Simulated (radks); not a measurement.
Question: These are the eigenvalues of the occupied orbitals of an atom or ion with whole-number occupations (eV). All-electron calculation, Dirac Kohn-Sham, LDA (Slater exchange, Perdew-Wang correlation), spin-unpolarised, spherical densities, point nucleus. Program: a radial shooting solver on a logarithmic mesh with Libxc functionals.

1s1/2: -35777.68
2s1/2: -5648.059
2p1/2: -5318.632
2p3/2: -4966.803
3s1/2: -1208.293
3p1/2: -1070.428
3p3/2: -1003.026
3d3/2: -759.8773
3d5/2: -745.5500
4s1/2: -262.6276
4p1/2: -213.0884
4p3/2: -199.1765
4d3/2: -118.4021
4d5/2: -116.0818
5s1/2: -66.0987
5p1/2: -52.5327
5p3/2: -50.3241

Which element is it, and in what charge state? The configuration may be excited. Open shells, if any, fill j = l - 1/2 first.

Answer: Z = 55, caesium, charge +4: Cs4+ in [Kr] 4d10 5s2 5p3. The list shows which subshells hold electrons but not how many an open one holds; the 1s level, -1314.8 hartree, gives Z - s = 51.3 by -(Z - s)^2/2, which with screening and relativity narrows Z to a few neighbours, and the depths of the outer levels then fix element, charge and occupations together.
